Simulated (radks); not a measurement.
Values are calculated unless marked as measured or tabulated.
Au55+, configuration [Ar] 3d6.

Code: a radial shooting solver on a logarithmic mesh with Libxc functionals. Model: Dirac Kohn-Sham, exchange-only PBE, spin-unpolarised, spherical densities, finite nucleus; open shells fill j = l - 1/2 first; Fermi nuclear charge, rms radius 5.4371 fm.

Energy parts (eV):
| part | energy |
|---|---|
| total | -444182.22 |
| kinetic | 519180.59 |
| electron-nucleus | -1022454.40 |
| Hartree | 65407.55 |
| exchange | -6315.96 |

Orbitals (lengths in bohr, moments of r in powers of bohr; r(max) is where P^2 peaks):
| orbital | occ. | eigenvalue (eV) | <r> | <r^2> | r(max) | <1/r> |
|---|---|---|---|---|---|---|
| 1s1/2 | 2 | -84167.48 | 0.01687 | 0.0003933 | 0.01042 | 95.69 |
| 2s1/2 | 2 | -17686.27 | 0.07016 | 0.005883 | 0.06027 | 23.63 |
| 2p1/2 | 2 | -17131.48 | 0.05771 | 0.004158 | 0.04436 | 23.57 |
| 2p3/2 | 4 | -15279.37 | 0.06614 | 0.005319 | 0.05168 | 19.22 |
| 3s1/2 | 2 | -6514.089 | 0.1764 | 0.03564 | 0.1661 | 9.051 |
| 3p1/2 | 2 | -6282.298 | 0.1662 | 0.03214 | 0.1545 | 8.966 |
| 3p3/2 | 4 | -5832.897 | 0.1798 | 0.03743 | 0.1683 | 7.823 |
| 3d3/2 | 4 | -5477.143 | 0.1551 | 0.02794 | 0.1298 | 7.698 |
| 3d5/2 | 2 | -5376.750 | 0.1592 | 0.02934 | 0.1336 | 7.437 |

The highest occupied level is 3d5/2 at -5376.7 eV. Summed over all electrons, <r^2> = 0.4979 bohr^2, which gives a Langevin (diamagnetic) susceptibility term of -0.394 x 10^-6 cm^3/mol. The electron density at the nucleus is 2.132e+06 e/bohr^3. The density falls to 0.001 e/bohr^3 at r = 0.58 bohr.
